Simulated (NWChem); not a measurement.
Si2H3Br, singlet; SMILES [SiH3][Si]Br

```xyz
6

Si     1.2359    -0.4853     0.0000
Br    -0.2024     1.2633     0.0000
Si    -0.5320    -2.1406     0.0000
H     -0.0006    -3.5417     0.0000
H     -1.3844    -1.9552    -1.2184
H     -1.3844    -1.9552     1.2184
```
Atoms are numbered in this order, from 1.

Results from NWChem. Pople sets run with spherical d functions. Medium grid unless said otherwise, to which SCAN and Minnesota functionals are sensitive. Low-valent species are run as closed-shell singlets; no triplet was tried in these runs. Coordinates come from a PBE0/def2-SVP optimisation. Total energies of different functionals are on different scales.

| level | energy (Ha) | highest occupied level (eV) | orbital gap (eV) | dipole (D) |
|---|---|---|---|---|
| B3LYP/6-31G* | -3154.6522 | -6.30 | 2.81 | 1.09 |
| PBE/6-31G* | -3153.8941 | -5.51 | 1.39 | 0.81 |
| MPW1K/6-31G* | -3154.7786 | -7.30 | 4.43 | 1.28 |
| MN15-L/6-31G* | -3154.5026 | -5.85 | 1.77 | 0.86 |
| B97-2/6-31G* | -3155.2894 | -6.32 | 2.92 | 1.08 |
| CAM-B3LYP/6-31G* | -3154.7094 | -7.69 | 5.44 | 1.27 |
| PBE0/6-31G* | -3154.0400 | -6.54 | 3.14 | 1.09 |
| PW6B95/6-31G* | -3156.2397 | -6.56 | (withheld) | 1.11 |
| MN15/6-31G* | -3154.6356 | -7.00 | 4.08 | 1.12 |
| BHandHLYP/6-31G* | -3154.5710 | -7.39 | 4.94 | 1.37 |

### Question
What belongs in the gaps?

### Answer

- PW6B95/6-31G*, orbital gap (eV): 3.25
